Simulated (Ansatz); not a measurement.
GeSiH4F2, singlet: a relaxation.

The input file, in.yaml:

```yaml
crystal:
  periodic: [false, false, false]
  atoms:
    - {symbol: Si, position_ang: [-0.794948, -0.866742, 0.358492]}
    - {symbol: Ge, position_ang: [0.632541, 0.900069, 0.125714]}
    - {symbol: H, position_ang: [0.505538, 0.148271, -1.166473]}
    - {symbol: F, position_ang: [0.423740, 2.563215, -0.309211]}
    - {symbol: F, position_ang: [2.499524, 0.758596, 0.166977]}
    - {symbol: H, position_ang: [-1.476299, -1.181043, 1.643695]}
    - {symbol: H, position_ang: [-1.771495, -0.258490, -0.667596]}
    - {symbol: H, position_ang: [-0.018500, -2.063977, -0.151498]}
basis:
  gaussian: {orbitals: def2-TZVP}
hamiltonian: {xc: pbe0, dispersion: d4}
relax: {f_tol: 0.005, max_steps: 200}
```

Command:

```bash
ansatz run in.yaml --threads 4 --pin off --events-out ev --progress --plain --max-ram 9574MiB
```

What Ansatz 0.2.0 printed:

```
Functional definition: PBE0
  name "PBE0"
  cite "Adamo & Barone, J. Chem. Phys. 110, 6158 (1999) doi:10.1063/1.478522"
  cite "Perdew, Burke & Ernzerhof, Phys. Rev. Lett. 77, 3865 (1996) doi:10.1103/PhysRevLett.77.3865"
  parent pbe
  parameter a = 0.25
  parameter kappa = 0.804
  parameter beta = 0.06672455060314922
  exchange = (1 - a)*pbe_x(kappa = kappa, mu = beta*pi^2/3) + a*exact_x
  correlation = pbe_c(beta = beta)
1157 factors; their error is unknown
mean field evaluation 1: about -69878.0662 eV, gradient 5.0e1 eV
mean field evaluation 2: about -69868.8510 eV, gradient 9.6e1 eV
mean field evaluation 4: about -69881.6786 eV, gradient 4.2e0 eV
mean field evaluation 8: about -69882.0242 eV, gradient 2.0e-1 eV
mean field evaluation 16: about -69882.0242 eV, gradient 3.9e-5 eV
mean field -69882.02419360 eV, -2568.1170213775 hartree, gradient 3.9e-5 eV, S^2 0.000000; 0 other end points of the search recorded, 0 dependent functions left out
the calculation of the forces begins
reference -69882.02422164 eV, -2568.1170224079 hartree; 34, 34 occupied and 137, 137 virtual orbitals, 1157 factors
relax step   1: F+E_penalty+E_count = -69882.15035168 eV  Δ(F+E_penalty+E_count) = +0.000e0 eV  max|allowed force component| = 3.662e0 eV/Å  Δτ_max = 0.0000 Å  (27 SCF iters, accepted)
relax step   2: F+E_penalty+E_count = -69882.91288283 eV  Δ(F+E_penalty+E_count) = -7.625e-1 eV  max|allowed force component| = 2.049e0 eV/Å  Δτ_max = 0.1949 Å  (36 SCF iters, accepted)
relax step   3: F+E_penalty+E_count = -69883.34373247 eV  Δ(F+E_penalty+E_count) = -4.308e-1 eV  max|allowed force component| = 5.054e-1 eV/Å  Δτ_max = 0.1951 Å  (30 SCF iters, accepted)
relax step   4: F+E_penalty+E_count = -69883.56048059 eV  Δ(F+E_penalty+E_count) = -2.167e-1 eV  max|allowed force component| = 4.974e-1 eV/Å  Δτ_max = 0.2000 Å  (28 SCF iters, accepted)
relax step   5: F+E_penalty+E_count = -69883.72141646 eV  Δ(F+E_penalty+E_count) = -1.609e-1 eV  max|allowed force component| = 3.697e-1 eV/Å  Δτ_max = 0.1949 Å  (28 SCF iters, accepted)
relax step   6: F+E_penalty+E_count = -69883.83440489 eV  Δ(F+E_penalty+E_count) = -1.130e-1 eV  max|allowed force component| = 3.763e-1 eV/Å  Δτ_max = 0.1958 Å  (28 SCF iters, accepted)
relax step   7: F+E_penalty+E_count = -69883.91747580 eV  Δ(F+E_penalty+E_count) = -8.307e-2 eV  max|allowed force component| = 2.349e-1 eV/Å  Δτ_max = 0.2000 Å  (29 SCF iters, accepted)
relax step   8: F+E_penalty+E_count = -69883.93520736 eV  Δ(F+E_penalty+E_count) = -1.773e-2 eV  max|allowed force component| = 2.050e-1 eV/Å  Δτ_max = 0.2000 Å  (29 SCF iters, accepted)
relax step   9: F+E_penalty+E_count = -69883.93950298 eV  Δ(F+E_penalty+E_count) = -4.296e-3 eV  max|allowed force component| = 1.759e-2 eV/Å  Δτ_max = 0.0441 Å  (30 SCF iters, accepted)
relax step  10: F+E_penalty+E_count = -69883.93956282 eV  Δ(F+E_penalty+E_count) = -5.984e-5 eV  max|allowed force component| = 5.762e-3 eV/Å  Δτ_max = 0.0060 Å  (24 SCF iters, accepted)
relax step  11: F+E_penalty+E_count = -69883.93956810 eV  Δ(F+E_penalty+E_count) = -5.280e-6 eV  max|allowed force component| = 1.664e-3 eV/Å  Δτ_max = 0.0020 Å  (21 SCF iters, accepted)
Total energy: -69883.93959814 eV, -2568.1874111960 hartree
Atom 0 at    -0.852946    -0.871235     0.317331 Å, force    -0.001664    -0.001401     0.001645 eV/Å
Atom 1 at     0.757233     0.736835    -0.401389 Å, force     0.000817     0.000505    -0.000844 eV/Å
Atom 2 at     1.233695     0.831646    -1.859374 Å, force    -0.000102     0.000170    -0.000049 eV/Å
Atom 3 at     0.175808     2.316507     0.020093 Å, force     0.000114    -0.000322     0.000216 eV/Å
Atom 4 at     2.187494     0.544409     0.562130 Å, force    -0.000167    -0.000009    -0.000001 eV/Å
Atom 5 at    -1.072391    -0.686938     1.771208 Å, force     0.000002     0.000118    -0.000844 eV/Å
Atom 6 at    -2.108648    -0.645270    -0.440223 Å, force     0.000801     0.000055    -0.000016 eV/Å
Atom 7 at    -0.320144    -2.226056     0.030323 Å, force     0.000199     0.000884    -0.000106 eV/Å
Dipole moment:    -0.347470    -0.477234    -0.270707 e Å

[the SCF lines of later steps are left out]
```

The lines “mean field evaluation” count trial sets of orbitals through the whole run, from several starts and some on an approximate energy, so they need not fall steadily or lie above the final value.

Hardware: 4 CPU threads of an Arm Neoverse V1, shared host. Wall time about 31 s.
